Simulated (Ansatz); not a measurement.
A nudged elastic band was laid between two geometries of BFH₄OSi (8 atoms, charge 0, multiplicity 1).

Computed with Ansatz, RKS LDA/def2-SVP.

- movable images: 5
- climbing image: yes
- spring: 5.0 eV/Å²
- optimiser: quadratic models (default)
- start path: through a guess of the saddle point
- force threshold: 0.05 eV/Å
- iteration limit: 60
- end points: relaxed

Initial state:

```xyz
8
Properties=species:S:1:pos:R:3
B -0.806 1.338 -0.160
O -0.036 0.467 0.518
Si 0.669 -1.009 0.224
F 0.319 -1.482 -1.279
H -1.152 1.086 -1.307
H -1.132 2.364 0.418
H 2.148 -0.832 0.342
H 0.081 -1.988 1.188
```

Final state:

```xyz
8
Properties=species:S:1:pos:R:3
B -0.686 1.381 -0.087
O -0.714 0.074 0.237
Si 0.491 -1.077 0.126
F 0.050 -2.114 -1.026
H 0.354 1.881 -0.510
H -1.711 2.026 0.060
H 1.774 -0.419 -0.282
H 0.534 -1.811 1.426
```

(1) What changes between the two ends?

(2) What energy profile does the band end with?

(3) What is the geometry of the highest image?

The band took 31 iterations and of the order of 3 core-minutes.

Results:

(1) No bond is made or broken. The dihedral B1–O2–Si3–F4 changes from 0 to -112° by way of a nearly straight angle B1–O2–Si3 (up to 165°), not by a turn about the bond.

(2) It converged. The highest image is number 5 of 0 to 6, 0.057 eV above the first end and 0.065 eV above the last; the last end lies 0.009 eV below the first. The profile has 3 maxima (images 1, 3, 5) with wells between them (images 2, 4): this band takes more than one step, which may be the mechanism or a detour left from its start path. A structure lower than the first end lies on the path between it and the top, so the climb from that side starts below the end, which may itself be a saddle point or a shallow side well. A vibrational analysis at the climbing image gives one clearly imaginary mode, 96i cm⁻¹: a first-order saddle point.

| image | path coordinate (Å) | energy (eV) | angle B1–O2–Si3 (°) |
| --- | --- | --- | --- |
| 0 | 0.00 | 0.000 | 137 |
| 1 | 1.46 | 0.056 | 165 |
| 2 | 2.92 | -0.007 | 130 |
| 3 | 4.39 | 0.026 | 128 |
| 4 | 5.85 | 0.000 | 138 |
| 5 | 7.31 | 0.057 | 164 |
| 6 | 8.77 | -0.009 | 130 |

(3) 
```xyz
8
Properties=species:S:1:pos:R:3:forces:R:3
B -0.784 1.469 -0.097 0.01 0.00 0.00
O -0.315 0.216 -0.102 -0.01 -0.01 -0.01
Si 0.621 -1.120 0.089 0.00 0.01 0.01
F 0.177 -2.193 -1.029 0.00 0.00 0.00
H -0.172 2.342 0.508 0.00 0.00 0.00
H -1.822 1.699 -0.703 0.00 0.01 0.00
H 2.055 -0.775 -0.161 0.00 0.00 0.00
H 0.331 -1.694 1.438 0.00 0.00 0.00
```

Run time: 3.3 min on 1 thread of Arm Neoverse V1, with other jobs on the host, peak memory 0.14 GiB.
